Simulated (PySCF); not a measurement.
Hf³⁺ (hafnium, charge +3): PBE calculation

Configuration: [Xe] 4f14 5d1, 2D determinant. Calculation: PySCF 2.14, in def2-TZVPPD with the def2 core potential (60 electrons); a scalar-relativistic core potential.

| Quantity | Value |
| --- | --- |
| Total energy | -46.2594 hartree |
| One-electron energy | -67.8490 hartree |
| Hartree (Coulomb) energy | 26.7054 hartree |
| Exchange-correlation energy | -5.1158 hartree |
| ⟨S²⟩ | 0.7504 |
| ⟨L²⟩ | 6.004 |
| Sum of ⟨r⟩ | 12.49 bohr |
| Sum of ⟨r²⟩ | 19.80 bohr² |
| Traceless quadrupole moment −½Σ⟨3z² − r²⟩ along its main axis | 1.21 e·bohr² |

```
shell  electrons  mean orbital energy (hartree)  spread (hartree)  rms radius, mean of both spins (bohr)
 5s α          1                       -3.36489                 0                                   1.22
 5s β          1                       -3.34685                 0                                   1.22
 5p α          3                       -2.23368           0.01603                                   1.44
 5p β          3                       -2.20947           0.04207                                   1.44
 5d α          1                       -1.01823                 0                                   2.10
```

Energies and moments cover only the electrons outside the core potential. Spin-orbit coupling, absent here, splits the open shell strongly.
